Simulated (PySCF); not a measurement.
C2H10GeSi, SMILES [SiH3]C[CH2][GeH3] (GFN2-xTB optimised geometry):

```
14

Si     1.569    -0.291     0.000
C     -0.332    -0.291     0.000
C     -0.963     1.099     0.000
Ge    -0.593     2.175    -1.610
H      2.018    -1.657     0.278
H      2.075     0.139    -1.306
H      2.050     0.614     1.048
H     -0.689    -0.844    -0.873
H     -0.692    -0.840     0.876
H     -2.050     1.008     0.092
H     -0.627     1.657     0.877
H      0.813     2.679    -1.675
H     -1.487     3.377    -1.658
H     -0.843     1.396    -2.864
```

Calculation: PBE/def2-TZVP run with PySCF.

### Question
What are the frontier orbital energies and the dipole moment?

### Answer
HOMO-2 -7.95 eV, HOMO-1 -7.52 eV, HOMO -7.00 eV, LUMO -0.37 eV, LUMO+1 0.31 eV; dipole moment 1.05 D.

Meta-Löwdin charges at PBE/def2-TZVP: Si1 0.43, C2 -0.42, C3 -0.38, Ge4 0.29, H5 -0.08, H6 -0.08, H7 -0.09, H8 0.12, H9 0.12, H10 0.12, H11 0.12, H12 -0.05, H13 -0.05, H14 -0.05.
